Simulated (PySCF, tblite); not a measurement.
Isomers of C7H7NO. Computed values, GFN2-xTB/tblite, gas phase, harmonic and unscaled. Against measured fundamentals such values can be off by several per cent, at times by over 20. One conformer each.

Electronic energies: PBE0/pcSseg-1 single points on the GFN2-xTB geometries (PySCF, gas phase).

```
                               SMILES  electronic energy, lowest = 0 (kJ/mol)
                       CC(=O)c1cccnc1                                     0.0
NC(=O)C1=C[C@@H]2[C@@H]3[C@H]1[C@H]23                                   211.6
                    C#C/C=C/C(=O)NC=C                                   241.7
                  [H]/N=C\c1cccc(O)c1                                    40.2
```

**Question.** How do GFN2-xTB zero-point energies change the relative energies?

**Answer.** 
```json
{"SMILES": "CC(=O)c1cccnc1", "ZPE (kJ/mol)": "320.1", "of it from modes above 1550 cm⁻¹": "157.3", "electronic (kJ/mol)": "0.0", "with ZPE, lowest = 0 (kJ/mol)": "0.0", "lowest mode (cm⁻¹)": "15", "rings": "1"}
{"SMILES": "[H]/N=C\\c1cccc(O)c1", "ZPE (kJ/mol)": "320.6", "of it from modes above 1550 cm⁻¹": "161.7", "electronic (kJ/mol)": "40.2", "with ZPE, lowest = 0 (kJ/mol)": "40.7", "lowest mode (cm⁻¹)": "42", "rings": "1"}
{"SMILES": "NC(=O)C1=C[C@@H]2[C@@H]3[C@H]1[C@H]23", "ZPE (kJ/mol)": "319.6", "of it from modes above 1550 cm⁻¹": "155.9", "electronic (kJ/mol)": "211.6", "with ZPE, lowest = 0 (kJ/mol)": "211.2", "lowest mode (cm⁻¹)": "39", "rings": "4"}
{"SMILES": "C#C/C=C/C(=O)NC=C", "ZPE (kJ/mol)": "308.6", "of it from modes above 1550 cm⁻¹": "176.8", "electronic (kJ/mol)": "241.7", "with ZPE, lowest = 0 (kJ/mol)": "230.2", "lowest mode (cm⁻¹)": "60", "rings": "0"}
```

The zero-point energies span 12.0 kJ/mol, from `C#C/C=C/C(=O)NC=C` to `[H]/N=C\c1cccc(O)c1`. The order is unchanged.

**Question.** And how do the electronic energies of GFN2-xTB itself compare?

**Answer.** `CC(=O)c1cccnc1` 0.0; `[H]/N=C\c1cccc(O)c1` 39.5; `NC(=O)C1=C[C@@H]2[C@@H]3[C@H]1[C@H]23` 168.4; `C#C/C=C/C(=O)NC=C` 227.7 kJ/mol, lowest = 0. Against the energies above, taken from the same isomer `CC(=O)c1cccnc1`, the largest difference is 43.2 kJ/mol.
